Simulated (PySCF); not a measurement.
Two-component Hartree-Fock for I⁴⁺ (iodine, charge +4)

Start: [Kr] 4d10 5s2 5p1; 5p1/2 filled at m_j = +1/2. Calculated with PySCF 2.14 in x2c-SVPall-2c: generalised Hartree-Fock with the X2C-1e Hamiltonian and a Gaussian nucleus; one run each with spin-orbit coupling (SO) switched off, then screened by Boettger's factors.

```csv
spinor shell,electrons,"ε, spin-free (eV)","ε, screened SO (eV)",weight of nominal j (screened SO),"rms radius, screened SO (bohr)"
1s1/2,2,-33377.0,-33373.3,1.000,0.0312
2s1/2,2,-5295.9,-5294.7,1.000,0.127
2p1/2,2,-4752.5,-4960.4,1.000,0.109
2p3/2,4,-4752.5,-4658.4,1.000,0.115
3s1/2,2,-1149.1,-1148.7,1.000,0.334
3p1/2,2,-968.55,-1008.7,1.000,0.327
3p3/2,4,-968.55,-950.02,1.000,0.338
3d3/2,4,-698.44,-705.29,1.000,0.311
3d5/2,6,-698.44,-693.31,1.000,0.314
4s1/2,2,-257.07,-256.83,1.000,0.787
4p1/2,2,-197.67,-205.51,1.000,0.827
4p3/2,4,-197.67,-193.82,1.000,0.852
4d3/2,4,-108.17,-109.09,1.000,0.987
4d5/2,6,-108.17,-107.24,1.000,0.989
5s1/2,2,-61.772,-61.675,0.998,1.94
5p1/2,1,-50.086,-51.148,0.999,2.14
```

```json
{"quantity": "E (hartree)", "spin-free": "-7107.36539", "screened SO": "-7109.49098"}
{"quantity": "M_J", "spin-free": "1/2", "screened SO": "1/2"}
{"quantity": "⟨J²⟩", "spin-free": "1.055", "screened SO": "0.760"}
{"quantity": "⟨L²⟩", "spin-free": "2.023", "screened SO": "2.038"}
{"quantity": "⟨S²⟩", "spin-free": "0.758", "screened SO": "0.775"}
```

Each row is a mean over spinors that exchange with the open shell spreads, by up to 0.799 eV (5s1/2).

Breit and QED terms are absent; they matter most for the inner s and p1/2 levels.

Densities and radii are taken from the X2C orbitals without a picture-change correction, which distorts them close to the nucleus.

Without spin-orbit coupling the j labels of p, d and f shells carry no meaning; the spin-free column gives the mean over the occupied spinors of each nl shell, and its ⟨J²⟩ belongs to a mixture of degenerate components.
